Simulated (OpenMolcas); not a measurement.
# Cl III: Slater's ratio, worked from levels

```json
{
 "Program": "OpenMolcas 26.06",
 "Basis": "ANO-RCC-VTZP [5s4p2d1f]",
 "Scalar Hamiltonian": "DKH2, point nucleus",
 "Active space": "5 electrons in 8 orbitals (3s 3p 4s 4p)",
 "State averaging": "2S+1 = 4 odd, 1 root; 2S+1 = 2 odd, 9 roots; 2S+1 = 4 even, 3 roots; 2S+1 = 2 even, 9 roots",
 "Spin-orbit coupling": "RASSI with atomic mean-field integrals over the reference wave functions, term energies averaged over their components"
}
```

Methods: CASSCF; SS-CASPT2, IPEA 0.25 Eh, imaginary shift 0.1 Eh (closed shells correlated: 2s 2p). Measured levels: Moore, Atomic Energy Levels, vol. I, NSRDS-NBS 35 (1971 reprint of NBS Circular 467, 1949).

**Slater's ratio.** With one set of orbitals, p3 has 2D* - 4S* = 9 F2 and 2P* - 2D* = 6 F2 (F2 = F²/25), a ratio of 2/3. Term energies are centres of gravity, weighted by 2J + 1.

```tsv
Source	2D* - 4S*	2P* - 4S*	F2 from the first	Ratio
CASSCF	24091	32529	2677	0.350
SS-CASPT2	19241	30906	2138	0.606
measured	18093	29875	2010	0.651
```

Energies in cm-1. A ratio away from 2/3 shows effects beyond one configuration with one set of orbitals, and in heavier atoms second-order spin-orbit shifts. In CASSCF the valence s occupation is 1.95 in 2P* against 2.00 in 2D*: mixing out of s² acts most on 2P* and pulls it down.

Term energies are means over components that CASPT2 splits; among the terms shown or strongly mixed into the levels shown the widest spread is 89 cm-1 (3s2 3p3 2D*, SS-CASPT2). Over all roots computed the reference weight is 0.85 to 0.96 in SS-CASPT2; the roots of lowest weight are the least certain, and an intruder state may touch them. The run also gave levels led by 3s2 3p2 4p, which use shells meant for correlation; these and all levels above them are left out. Measured partners are found by configuration, term and J. A level has none where our copy of the source lacks it or the pairing is in doubt (some pairs that miss far off the trend of their configuration count as doubtful), and it then counts in no deviation. Levels of configurations outside the active space are missing.

* marks odd parity.
